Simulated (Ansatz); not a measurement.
Geometry optimisation, Ansatz, RKS PBE/def2-SVPD.

Input:

```yaml
crystal:
  periodic: [false, false, false]
  atoms:
    - { symbol: "N", position_ang: [-0.7891, 0.4797, -0.7189] }
    - { symbol: Ge, position_ang: [0.5529, -0.0382, 0.3724] }
    - { symbol: F, position_ang: [0.2824, -1.7164, 0.8] }
    - { symbol: H, position_ang: [-0.7745, -0.1106, -1.5549] }
    - { symbol: H, position_ang: [-1.7215, 0.3499, -0.2214] }
    - { symbol: H, position_ang: [0.5813, 0.8519, 1.6536] }
    - { symbol: H, position_ang: [1.9297, 0.1157, -0.3764] }
basis:
  gaussian: { orbitals: def2-SVPD }
hamiltonian:
  xc: pbe
relax:
  f_tol: 0.015
  max_steps: 40
```

Launched with:

```bash
$ ansatz run input.yaml --threads 2 --pin off --max-ram 3072MiB --backend cpu --events-out ev --progress --plain --runs-dir out
```

Where does it end, and by what steps?

The run converged. After 5 steps the energy has fallen by 0.163 eV; F3 moved furthest, 0.23 Å.

```csv
step,energy less start (eV),largest force component (eV/Å),accepted
0,0.0000,1.664,yes
1,-0.1353,0.495,yes
2,-0.1571,0.211,yes
3,-0.1611,0.119,yes
4,-0.1626,0.023,yes
5,-0.1626,0.002,yes
```

```xyz
7
Properties=species:S:1:pos:R:3
N -0.806 0.432 -0.711
Ge 0.583 -0.033 0.386
F 0.476 -1.742 0.931
H -0.847 -0.021 -1.626
H -1.738 0.461 -0.293
H 0.495 0.796 1.682
H 1.898 0.039 -0.415
```

Time of the run: 9.3 s on 2 threads of AMD EPYC 7B13 (Zen 3), on a shared host, peak memory 0.16 GiB.
